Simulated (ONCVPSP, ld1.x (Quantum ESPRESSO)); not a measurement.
# Potentials for aluminium compared

Generated with ld1.x 7.5 (TM, RRKJ, ultrasoft, PAW), atompaw 4.2 or ONCVPSP 4.0.1. The cutoff is in Ry: for ld1.x and atompaw files where the sum of valence levels is converged to 10 mRy in a Bessel basis, for ONCV files where the hardest occupied wave has 1 mHa per electron of residual kinetic energy. The error is the largest all-electron minus pseudo excitation energy over each file’s own four to seven test configurations (ionisations up to +4, promotions, holes and added fractions of an electron), all of which were solved. The labels leave out finer settings (local radius, basis sizes, second energies), which also bear on the numbers. Spin-polarised tests are not counted. The rows are a selection from randomly drawn settings: files with unsolved tests, undetermined cutoffs or missed reference levels are left out.

A true bound ghost makes a file unfit for plane-wave use even where its test errors are small: the radial tests pick states by their node count and pass the ghost by.

```tsv
potential	cutoff (Ry)	largest error (meV)	bound ghosts
TM, LDA (PZ), scalar-relativistic, rc 1.80/2.15/1.75 (spd), local s, core correction yes, reference 3s2 3p1	10	+13	none
TM, Wu–Cohen, scalar-relativistic, rc 1.95/2.40/2.60 (spd), local p, core correction yes, reference 3s1 3p2	8	+8.0	none
ultrasoft, PBE, scalar-relativistic, rc 2.15/3.90 (sp), local smoothed, core correction no, reference 3s2 3p1	6	+43	none
ONCV, PBEsol, fully relativistic, rc 1.25/1.15/1.15 (spd), local smoothed, core correction yes, reference 2s2 2p6 3s1.5 3p1.5, qcut 9.2/12.7/8.7, projectors 2/2/2	124	+1.2	none
ultrasoft, PBEsol, scalar-relativistic, rc 1.70/1.70/1.80 (spd), local smoothed, core correction yes, reference 3s2 3p0.5	10	-13	p, s
ONCV, PBE, scalar-relativistic, rc 2.05/2.95 (sp), local smoothed, core correction no, reference 3s2 3p1, qcut 3.8/3.2, projectors 1/2	10	+31	none
```

Problem. Fill in the row for Al: PAW, LDA (PZ), non-relativistic, rc 1.00/0.90 (sp), local smoothed, core correction yes, reference 2s2 2p6 3s1.5 3p0.

Solution. cutoff 110 Ry, largest error -6.1 meV, bound ghosts: none.
